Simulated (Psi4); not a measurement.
CH₃AlF₂, charge +1, doublet, geometry from GFN2-xTB (such geometries of metal compounds can be far from the true shape) (a state made from the parent by changing its charge; the spin is typed, not shown lowest); MP2/STO-3G (Psi4).

The Psi4 input:
```
memory 2 GB

molecule {
1 2
  Al    0.16582743    0.13326291    0.00530415
  C    -1.49424149   -1.15936547   -0.06057599
  H    -1.15408154   -1.98388762   -0.70042866
  H    -2.28282133   -0.52474443   -0.48523813
  H    -1.63358931   -1.45251016    0.98807008
  F    -0.15547099    1.61363510   -0.57832043
  F     1.47549151   -0.59308873    0.63299806
}

set basis sto-3g
set reference uhf

energy('mp2')
print_variables()
```

Task: Write the output that Psi4 gives for this input, abridged.

Result: 
```
    SCF Algorithm Type (re)set to DF.

   => Loading Basis Set <=

    Name: STO-3G
    Role: ORBITAL
    Keyword: BASIS

         ---------------------------------------------------------
                                   SCF
               by Justin Turney, Rob Parrish, Andy Simmonett
                          and Daniel G. A. Smith
                              UHF Reference
         ---------------------------------------------------------

  ==> Geometry <==

    Molecular point group: c1
    Full point group: C1

    Geometry (in Angstrom), charge = 1, multiplicity = 2:

       Center              X                  Y                   Z               Mass
    ------------   -----------------  -----------------  -----------------  -----------------
         AL           0.084435601751     0.069766031905     0.002106135307    26.981538530000
         C           -1.575633318249    -1.222862348095    -0.063774004693    12.000000000000
         H           -1.235473368249    -2.047384498095    -0.703626674693     1.007825032230
         H           -2.364213158249    -0.588241308095    -0.488436144693     1.007825032230
         H           -1.714981138249    -1.516007038095     0.984872065307     1.007825032230
         F           -0.236862818249     1.550138221905    -0.581518444693    18.998403162730
         F            1.394099681751    -0.656585608095     0.629800045307    18.998403162730

  Running in c1 symmetry.

  Rotational constants: A =      0.19769  B =      0.18928  C =      0.09861 [cm^-1]
  Rotational constants: A =   5926.47230  B =   5674.40390  C =   2956.32888 [MHz]
  Nuclear repulsion =  154.303791416082845

  Charge       = 1
  Multiplicity = 2
  Electrons    = 39
  Nalpha       = 20
  Nbeta        = 19

  ==> Algorithm <==

  SCF Algorithm Type is DF.
  DIIS enabled.
  MOM disabled.
  Fractional occupation disabled.
  Guess Type is SAD.
  Energy threshold   = 1.00e-08
  Density threshold  = 1.00e-08
  Integral threshold = 1.00e-12

  ==> Primary Basis <==

  Basis Set: STO-3G
    Blend: STO-3G
    Number of shells: 17
    Number of basis functions: 27
    Number of Cartesian functions: 27
    Spherical Harmonics?: true
    Max angular momentum: 1

   => Loading Basis Set <=

    Name: (STO-3G AUX)
    Role: JKFIT
    Keyword: DF_BASIS_SCF

  ==> Integral Setup <==

  SCF_SUBTYPE=INCORE selected. In-core MEM_DF algorithm will be used.
  Using in-core AOs.

  ==> MemDFJK: Density-Fitted J/K Matrices <==

    J tasked:                   Yes
    K tasked:                   Yes
    wK tasked:                   No
    Algorithm:                 Core
    Schwarz Cutoff:           1E-12
    Mask sparsity (%):       1.6461
    Fitting Condition:        1E-10

   => Auxiliary Basis Set <=

  Basis Set: (STO-3G AUX)
    Blend: DEF2-UNIVERSAL-JKFIT
    Number of shells: 131
    Number of basis functions: 411
    Number of Cartesian functions: 490
    Spherical Harmonics?: true
    Max angular momentum: 4

  Minimum eigenvalue in the overlap matrix is 2.5078203647E-01.
  Reciprocal condition number of the overlap matrix is 1.1366185881E-01.
    Using symmetric orthogonalization.

  ==> Pre-Iterations <==

  SCF Guess: Superposition of Atomic Densities via on-the-fly atomic UHF (no occupation information).

   -------------------------
    Irrep   Nso     Nmo
   -------------------------
     A         27      27
   -------------------------
    Total      27      27
   -------------------------

  ==> Iterations <==

                           Total Energy        Delta E     RMS |[F,P]|

   @DF-UHF iter SAD:  -471.43887762321316   -4.71439e+02   0.00000e+00
   @DF-UHF iter   1:  -473.88729582342364   -2.44842e+00   1.57958e-02 DIIS/ADIIS
   @DF-UHF iter   2:  -474.04731572455796   -1.60020e-01   6.36918e-03 DIIS/ADIIS
   @DF-UHF iter   3:  -474.06980115135968   -2.24854e-02   1.26404e-03 DIIS/ADIIS
   @DF-UHF iter   4:  -474.07218552189755   -2.38437e-03   4.31223e-04 DIIS/ADIIS
   @DF-UHF iter   5:  -474.07252914393837   -3.43622e-04   1.97282e-04 DIIS/ADIIS
   @DF-UHF iter   6:  -474.07261883235918   -8.96884e-05   1.07215e-04 DIIS/ADIIS
   @DF-UHF iter   7:  -474.07265221224537   -3.33799e-05   4.67742e-05 DIIS
   @DF-UHF iter   8:  -474.07265877333862   -6.56109e-06   2.09437e-05 DIIS
   @DF-UHF iter   9:  -474.07266010663420   -1.33330e-06   8.86293e-06 DIIS
   @DF-UHF iter  10:  -474.07266036919577   -2.62562e-07   2.85655e-06 DIIS
   @DF-UHF iter  11:  -474.07266038804835   -1.88526e-08   1.32803e-06 DIIS
   @DF-UHF iter  12:  -474.07266039275601   -4.70766e-09   9.22684e-07 DIIS
   @DF-UHF iter  13:  -474.07266039597886   -3.22285e-09   5.91255e-07 DIIS
   @DF-UHF iter  14:  -474.07266039806046   -2.08161e-09   2.50942e-07 DIIS
   @DF-UHF iter  15:  -474.07266039836691   -3.06443e-10   1.06200e-07 DIIS
   @DF-UHF iter  16:  -474.07266039840738   -4.04725e-11   3.61068e-08 DIIS
   @DF-UHF iter  17:  -474.07266039841090   -3.52429e-12   1.09357e-08 DIIS
   @DF-UHF iter  18:  -474.07266039841079    1.13687e-13   3.63258e-09 DIIS
  Energy and wave function converged.

  ==> Post-Iterations <==

   @Spin Contamination Metric:   2.322257683E-02
   @S^2 Expected:                7.500000000E-01
   @S^2 Observed:                7.732225768E-01
   @S   Expected:                5.000000000E-01
   @S   Observed:                5.000000000E-01

    Orbital Energies [Eh]
    ---------------------

    Alpha Occupied:

[...]
    Alpha Virtual:

[...]
      27A      0.496996

    Beta Occupied:

[...]
      19A     -0.642731

    Beta Virtual:

[...]
    Final Occupation by Irrep:
              A
    DOCC [    19 ]
    SOCC [     1 ]
    NA   [    20 ]
    NB   [    19 ]

  @DF-UHF Final Energy:  -474.07266039841079

   => Energetics <=

    Nuclear Repulsion Energy =            154.3037914160828450
    One-Electron Energy =                -961.8686059148509457
    Two-Electron Energy =                 333.4921541003573111
    Total Energy =                       -474.0726603984107896

  UHF NO Occupations:
  HONO-2 :   18  A 1.9982750
  HONO-1 :   19  A 1.9923543
  HONO-0 :   20  A 1.0000000
  LUNO+0 :   21  A 0.0076457
  LUNO+1 :   22  A 0.0017250
  LUNO+2 :   23  A 0.0011939
  LUNO+3 :   24  A 0.0005419

Computation Completed

Properties will be evaluated at   0.000000,   0.000000,   0.000000 [a0]

Properties computed using the SCF density matrix

 Multipole Moments:

 ------------------------------------------------------------------------------------
     Multipole            Electronic (a.u.)      Nuclear  (a.u.)        Total (a.u.)
 ------------------------------------------------------------------------------------

 L = 1.  Multiply by 2.5417464519 to convert [e a0] to [Debye]
 Dipole X            :          4.8850793           -6.1523303           -1.2672510
 Dipole Y            :          3.8231352           -4.7996681           -0.9765329
 Dipole Z            :          0.1884684           -0.2417349           -0.0532665
 Magnitude           :                                                    1.6007432

 ------------------------------------------------------------------------------------

  //>>>>>>>>>>>>>>>>>>>>>>>>>>>>>>>>>>>//
  //               DFMP2               //
  //<<<<<<<<<<<<<<<<<<<<<<<<<<<<<<<<<<<//

   => Loading Basis Set <=

    Name: (STO-3G AUX)
    Role: RIFIT
    Keyword: DF_BASIS_MP2

	 --------------------------------------------------------
	                          DF-MP2
	      2nd-Order Density-Fitted Moller-Plesset Theory

	        Rob Parrish, Justin Turney, Andy Simmonett,
	           Ed Hohenstein, and C. David Sherrill
	 --------------------------------------------------------

	 --------------------------------------------------------
	                 NBF =    27, NAUX =   248
	 --------------------------------------------------------
	   CLASS    FOCC     OCC    AOCC    AVIR     VIR    FVIR
	   ALPHA       0      20      20       7       7       0
	    BETA       0      19      19       8       8       0
	 --------------------------------------------------------

	-----------------------------------------------------------
	 ==================> DF-MP2 Energies <====================
	-----------------------------------------------------------
	 Reference Energy          =    -474.0726603984107896 [Eh]
	 Singles Energy            =      -0.0000000000000000 [Eh]
	 Same-Spin Energy          =      -0.0230729814432571 [Eh]
	 Opposite-Spin Energy      =      -0.1011892980527799 [Eh]
	 Correlation Energy        =      -0.1242622794960369 [Eh]
	 Total Energy              =    -474.1969226779068549 [Eh]
	-----------------------------------------------------------
	 ================> DF-SCS-MP2 Energies <==================
	-----------------------------------------------------------
	 SCS Same-Spin Scale       =       0.3333333333333333 [-]
	 SCS Opposite-Spin Scale   =       1.2000000000000000 [-]
	 SCS Same-Spin Energy      =      -0.0076909938144190 [Eh]
	 SCS Opposite-Spin Energy  =      -0.1214271576633358 [Eh]
	 SCS Correlation Energy    =      -0.1291181514777549 [Eh]
	 SCS Total Energy          =    -474.2017785498885587 [Eh]
	-----------------------------------------------------------

  Variable Map:
  ----------------------------------------------------------------------------
[...]
  Array Variable Map:
  ----------------------------------------------------------------------------
[...]
[...]
```
